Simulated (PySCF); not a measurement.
1-(hydroxymethyl)cyclopropan-1-ol (C4H8O2), SMILES OCC1(O)CC1.

Coordinates come from a B3LYP-D3(BJ)/def2-SVP optimisation. The values are those of a single conformer.

Vertical ionisation energy (IE) and electron affinity (EA) in eV. Rows of orbital energies are one-electron estimates. Where ΔSCF, EOM or ADC give a negative EA the extra electron is unbound and the value depends on the basis.

```tsv
level	IE	EA
−ε(HOMO), −ε(LUMO), HF/def2-TZVP (PySCF)	11.00	-3.60
−ε(HOMO), −ε(LUMO), PBE/def2-TZVP (PySCF)	?	?
```

Question: Complete the blanks. (The exact figures need the calculation; the answer reports its results.)

Answer: 
- −ε(HOMO), −ε(LUMO), PBE/def2-TZVP (PySCF), IE: 6.08
- −ε(HOMO), −ε(LUMO), PBE/def2-TZVP (PySCF), EA: 0.12
